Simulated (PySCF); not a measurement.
## CuF(OH) + HF → HCu(OH) + F₂

Level: PBE0 in the def2-TZVP basis family, all electrons, no relativity, computed in PySCF with density fitting; open shells unrestricted.

| species | state and structure | ZPE (kJ/mol) | H(298 K) − H(0) (kJ/mol) | S° (J/(mol K)) |
| --- | --- | --- | --- | --- |
| CuF(OH) | doublet, Cs, Cu–F 1.728 Å, Cu–O 1.732 Å, O–H 0.963 Å; Cu–O–H 117.4°, F–Cu–O 177.4° | 37.1 | 14.4 | 288.2 |
| HF | singlet, C∞v, H–F 0.920 Å | 24.9 | 8.7 | 173.6 |
| HCu(OH) | doublet, C1, Cu–H 1.495 Å, Cu–O 1.769 Å, O–H 0.962 Å; Cu–O–H 115.7°, H–Cu–O 139.3° | 47.3 | 12.1 | 262.5 |
| F₂ | singlet, D∞h, F–F 1.376 Å | 6.6 | 8.7 | 201.9 |

**Question.** Is the gas-phase reaction uphill or downhill in electronic energy at this level, and by how much?

**Answer.** At PBE0/def2-TZVP, ΔE = 596.2 kJ/mol, uphill. 

**Question.** Add zero-point, thermal and entropy terms for 298.15 K and 1 bar.

**Answer.** ΔZPE = -8.1 and Δ[H(298) − H(0)] = -2.3 kJ/mol give ΔH° = 585.8 kJ/mol. ΔS° = 2.6 J/(mol K), so ΔG° = 585.8 − 298.15 × (0.0026) = 585 kJ/mol.

Open d or f shells are single determinants, so the state found may not be the ground state. Each species is the lowest minimum found with this bonding; other isomers or fragments can lie lower.
